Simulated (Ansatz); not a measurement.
Task: Name a neutral molecule of C, Ga, O and H with size of the dipole moment (B3LYP/def2-TZVPP) between 1.10 and 1.40 D and HOMO energy (B3LYP/def2-TZVPP) between -7.60 and -7.30 eV (Ansatz, PBE0-D4/def2-TZVP geometry).

Result: `[CH3][Ga@H-]1[OH+][Ga@@H-]([CH3])[OH+]1` (1.18 D, -7.54 eV). Other molecules can fit too; these were computed, each in one conformer that needn't be the lowest.

B3LYP here is the variant with VWN-RPA as its local correlation; programs differ in this.
